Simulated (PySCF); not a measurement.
Record of a relaxation.

Species: C3H3BrGeO.
Atom-mapped SMILES: `[O:1]=[CH:2][C:3]#[C:4][GeH2:5][Br:6]` (hydrogens: H7 on C2; H8, H9 on Ge5)

Computed by this run: PBE0-D3(BJ)/def2-SVP geometry optimisation, gas phase in PySCF 2.14.0; density fitting, grid level 1; the optimiser is geomeTRIC in internal coordinates, started from a GFN2-xTB structure with every atom displaced at random (about 0.01 Å). The frame can shift and turn from step to step; on so coarse a grid that alone can change the energy by a few meV, and forces under 0.02 eV/Å are noise.

Step 0: E = -131729.4591 eV, largest atomic force 5.204 eV/Å
```
atom  x, y, z in Å  |  force x, y, z in eV/Å
O1     -3.272   -0.883    0.250   -0.494  -0.221   0.097
C2     -2.533   -0.048   -0.194   -0.256   0.164  -0.163
C3     -1.123   -0.083   -0.053    5.132  -0.434   0.743
C4      0.133   -0.129    0.086   -4.530   0.142  -0.550
Ge5     1.996   -0.128    0.231    0.242   0.204   0.603
Br6     2.730    1.738   -0.839    0.258   0.466  -0.262
H7     -2.855    0.840   -0.767   -0.534   0.254  -0.186
H8      2.590   -1.319   -0.455    0.196  -0.531  -0.273
H9      2.391   -0.005    1.707   -0.015  -0.045  -0.009
```

Step 1: E = -131729.5942 eV, largest atomic force 0.692 eV/Å
```
atom  x, y, z in Å  |  force x, y, z in eV/Å
O1     -3.298   -0.982    0.313   -0.056  -0.024   0.013
C2     -2.550   -0.151   -0.127    0.083   0.017  -0.027
C3     -1.105   -0.173    0.007    0.567   0.344  -0.197
C4      0.112   -0.015   -0.004   -0.528  -0.308   0.168
Ge5     2.005   -0.035    0.182   -0.021   0.016   0.044
Br6     2.883    1.816   -0.866    0.039   0.008   0.002
H7     -2.910    0.739   -0.703   -0.052  -0.048   0.038
H8      2.573   -1.277   -0.509   -0.025   0.006   0.008
H9      2.349    0.062    1.672   -0.008  -0.011  -0.048
```

Step 2: E = -131729.6031 eV, largest atomic force 0.361 eV/Å
```
atom  x, y, z in Å  |  force x, y, z in eV/Å
O1     -3.276   -0.977    0.304   -0.066  -0.013  -0.009
C2     -2.548   -0.132   -0.146    0.081  -0.046   0.060
C3     -1.102   -0.141   -0.014   -0.152   0.254  -0.208
C4      0.110   -0.005   -0.006    0.164  -0.176   0.149
Ge5     2.000   -0.047    0.195   -0.013   0.033  -0.020
Br6     2.922    1.791   -0.842    0.003  -0.023   0.015
H7     -2.934    0.749   -0.714   -0.017  -0.014   0.002
H8      2.551   -1.296   -0.495   -0.004  -0.010  -0.002
H9      2.336    0.041    1.684    0.004  -0.005   0.012
```

Step 3: E = -131729.6094 eV, largest atomic force 0.593 eV/Å
```
atom  x, y, z in Å  |  force x, y, z in eV/Å
O1     -3.267   -0.940    0.263    0.170  -0.023   0.023
C2     -2.546   -0.086   -0.185   -0.133   0.028  -0.017
C3     -1.099   -0.067   -0.062   -0.589  -0.030  -0.059
C4      0.113    0.009   -0.005    0.501  -0.035   0.109
Ge5     1.995   -0.083    0.229    0.034   0.028  -0.071
Br6     2.997    1.725   -0.787   -0.046  -0.017   0.003
H7     -2.963    0.782   -0.745    0.046   0.086  -0.050
H8      2.513   -1.345   -0.461    0.015  -0.028   0.002
H9      2.316   -0.010    1.720    0.002  -0.008   0.059
```

Step 4: E = -131729.6074 eV, largest atomic force 0.360 eV/Å
```
atom  x, y, z in Å  |  force x, y, z in eV/Å
O1     -3.203   -0.907    0.228   -0.198   0.104  -0.077
C2     -2.545   -0.013   -0.240    0.124  -0.286   0.180
C3     -1.100    0.005   -0.109   -0.233   0.179  -0.134
C4      0.112    0.011    0.004    0.274   0.002   0.063
Ge5     1.985   -0.132    0.269    0.038  -0.012  -0.054
Br6     3.036    1.653   -0.733   -0.045   0.019  -0.020
H7     -2.999    0.841   -0.793    0.023   0.031  -0.016
H8      2.478   -1.404   -0.423    0.021  -0.024   0.015
H9      2.294   -0.071    1.763   -0.004  -0.013   0.043
```

Step 5: E = -131729.6158 eV, largest atomic force 0.095 eV/Å
```
atom  x, y, z in Å  |  force x, y, z in eV/Å
O1     -3.242   -0.890    0.215   -0.013   0.047  -0.034
C2     -2.543   -0.019   -0.236   -0.028  -0.073   0.052
C3     -1.099   -0.011   -0.099   -0.086   0.016  -0.026
C4      0.115   -0.004    0.014    0.076  -0.006   0.038
Ge5     1.990   -0.135    0.269    0.034   0.003  -0.041
Br6     3.007    1.665   -0.744   -0.018   0.001  -0.003
H7     -2.969    0.848   -0.794    0.028   0.034  -0.021
H8      2.494   -1.403   -0.422    0.012  -0.012   0.013
H9      2.306   -0.070    1.763   -0.004  -0.008   0.022
```

Step 6: E = -131729.6187 eV, largest atomic force 0.092 eV/Å
```
atom  x, y, z in Å  |  force x, y, z in eV/Å
O1     -3.279   -0.846    0.181    0.050   0.011  -0.004
C2     -2.541    0.003   -0.249   -0.059   0.055  -0.044
C3     -1.099   -0.020   -0.093    0.016  -0.070   0.046
C4      0.115   -0.032    0.033   -0.028  -0.010   0.007
Ge5     1.993   -0.156    0.281    0.002   0.011  -0.015
Br6     2.976    1.657   -0.741    0.014  -0.008   0.007
H7     -2.927    0.885   -0.813    0.012   0.018  -0.006
H8      2.509   -1.421   -0.408   -0.002  -0.003   0.009
H9      2.313   -0.087    1.775   -0.005  -0.004   0.000
```

Step 7: E = -131729.6190 eV, largest atomic force 0.218 eV/Å
```
atom  x, y, z in Å  |  force x, y, z in eV/Å
O1     -3.328   -0.752    0.108    0.093  -0.040   0.027
C2     -2.535    0.060   -0.290   -0.052   0.182  -0.107
C3     -1.099   -0.020   -0.093    0.087  -0.156   0.110
C4      0.110   -0.079    0.066   -0.110   0.016  -0.050
Ge5     1.990   -0.205    0.313   -0.029   0.014   0.022
Br6     2.952    1.616   -0.715    0.034  -0.018   0.015
H7     -2.857    0.967   -0.859   -0.003  -0.002   0.000
H8      2.515   -1.469   -0.371   -0.015   0.003  -0.001
H9      2.310   -0.135    1.808   -0.005   0.002  -0.016
```

Step 8: E = -131729.6194 eV, largest atomic force 0.187 eV/Å
```
atom  x, y, z in Å  |  force x, y, z in eV/Å
O1     -3.350   -0.683    0.056    0.052  -0.044   0.034
C2     -2.528    0.109   -0.321   -0.004   0.154  -0.105
C3     -1.099   -0.016   -0.098    0.075  -0.130   0.104
C4      0.105   -0.106    0.084   -0.094   0.037  -0.071
Ge5     1.983   -0.242    0.337   -0.029   0.003   0.038
Br6     2.954    1.576   -0.689    0.028  -0.020   0.014
H7     -2.812    1.027   -0.892   -0.010  -0.007   0.009
H8      2.507   -1.509   -0.343   -0.016   0.003  -0.006
H9      2.298   -0.173    1.833   -0.003   0.004  -0.017
```

Step 9: E = -131729.6199 eV, largest atomic force 0.073 eV/Å
```
atom  x, y, z in Å  |  force x, y, z in eV/Å
O1     -3.361   -0.611    0.008   -0.028  -0.009   0.000
C2     -2.518    0.166   -0.358    0.043   0.029  -0.008
C3     -1.099   -0.005   -0.107    0.012  -0.027   0.030
C4      0.099   -0.124    0.092   -0.005   0.046  -0.057
Ge5     1.971   -0.283    0.363   -0.009  -0.023   0.039
Br6     2.981    1.519   -0.652    0.002  -0.006   0.000
H7     -2.772    1.093   -0.927   -0.007  -0.008   0.002
H8      2.483   -1.555   -0.314   -0.008  -0.004  -0.004
H9      2.275   -0.217    1.861    0.000   0.001  -0.003
```

Step 10: E = -131729.6195 eV, largest atomic force 0.069 eV/Å
```
atom  x, y, z in Å  |  force x, y, z in eV/Å
O1     -3.369   -0.558   -0.028   -0.025   0.006  -0.001
C2     -2.510    0.207   -0.382    0.025  -0.021   0.000
C3     -1.098    0.008   -0.116   -0.034   0.000   0.014
C4      0.095   -0.132    0.095    0.038   0.044  -0.037
Ge5     1.962   -0.313    0.383    0.005  -0.031   0.024
Br6     3.001    1.476   -0.625   -0.006   0.005  -0.007
H7     -2.742    1.139   -0.951    0.001   0.004   0.002
H8      2.462   -1.592   -0.292   -0.002  -0.006   0.002
H9      2.257   -0.251    1.883   -0.001  -0.002   0.003
```

Step 11: E = -131729.6199 eV, largest atomic force 0.045 eV/Å
```
atom  x, y, z in Å  |  force x, y, z in eV/Å
O1     -3.370   -0.560   -0.026   -0.012   0.009  -0.004
C2     -2.510    0.205   -0.380    0.010  -0.019   0.006
C3     -1.098    0.008   -0.116   -0.021   0.002   0.008
C4      0.097   -0.127    0.090    0.022   0.030  -0.024
Ge5     1.963   -0.313    0.382    0.003  -0.019   0.012
Br6     3.003    1.476   -0.625   -0.004  -0.001  -0.004
H7     -2.743    1.137   -0.949    0.001   0.004   0.000
H8      2.461   -1.592   -0.293    0.000  -0.003   0.004
H9      2.255   -0.251    1.883    0.000  -0.002   0.003
```

Step 12: E = -131729.6202 eV, largest atomic force under 0.02 eV/Å
```
atom  x, y, z in Å  |  force x, y, z in eV/Å
O1     -3.370   -0.561   -0.024    0.004   0.006  -0.001
C2     -2.510    0.203   -0.379   -0.006  -0.003  -0.002
C3     -1.097    0.009   -0.117   -0.005  -0.004   0.008
C4      0.099   -0.121    0.085    0.005   0.011  -0.009
Ge5     1.964   -0.313    0.382   -0.002  -0.003   0.003
Br6     3.004    1.476   -0.624    0.003  -0.006  -0.002
H7     -2.744    1.136   -0.948    0.001   0.002   0.000
H8      2.460   -1.594   -0.292    0.001  -0.001   0.003
H9      2.252   -0.251    1.883   -0.001  -0.002   0.001
```

Task: Summarise the path.

Result: The energy falls by 3.72 kcal/mol from step 0 to step 12; nine tenths of that is first reached at step 3. It rises by more than 0.2 meV at steps 4 and 10. The largest force goes from 5.204 to under 0.02 eV/Å. Among the bonds C3≡C4 changes most, from 1.264 to 1.220 Å; the atoms move by 0.035 Å rms after alignment.

What follows is the cost of the whole optimisation. On one thread, Arm Neoverse V1 (aarch64), no GPU (shared host), this took 2.2 min and 0.59 GiB of memory at its peak.
